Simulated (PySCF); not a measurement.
Isomers of C6H14BP, from PBE0-D3(BJ)/def2-SVP geometry optimisation, gas phase in PySCF 2.14.0. One conformer each, no zero-point energy, no frequencies.

Question: Which is lower in electronic energy at this level?
A. `[CH3:1][C@@H:2]1[CH2:3][CH2:4][CH2:5][C@@H:6]1[BH:7][PH2:8]` with C5–C6–B7–P8 -145°, C6–B7–P8–H -138° and -35°, C1–C2–C3–C4 -81°, C2–C3–C4–C5 -23°, C3–C4–C5–C6 -2°, C4–C5–C6–B7 166°: A = 3215, B = 976.6, C = 845.4 MHz, dipole 1.19 D
B. `CC([P+]1([BH3-])C=C1)(C)C`: A = 2185, B = 1544, C = 1224 MHz, dipole 5.22 D

Answer: A. That is `C[C@@H]1CCC[C@@H]1BP`, 46.3 kcal/mol below the other.

| SMILES | mapped SMILES | E (Eh) | relative (kcal/mol) | relative (kJ/mol) | dipole (D) |
| --- | --- | --- | --- | --- | --- |
| C[C@@H]1CCC[C@@H]1BP | [CH3:1][C@@H:2]1[CH2:3][CH2:4][CH2:5][C@@H:6]1[BH:7][PH2:8] | -602.53405 | 0.0 | 0.0 | 1.19 |
| [BH3-][P+]1(C(C)(C)C)C=C1 | [BH3-:1][P+:2]1([C:3]([CH3:4])([CH3:5])[CH3:6])[CH:7]=[CH:8]1 | -602.46027 | 46.3 | 193.7 | 5.22 |

As drawn, the higher has a three-membered ring, which the lower lacks.
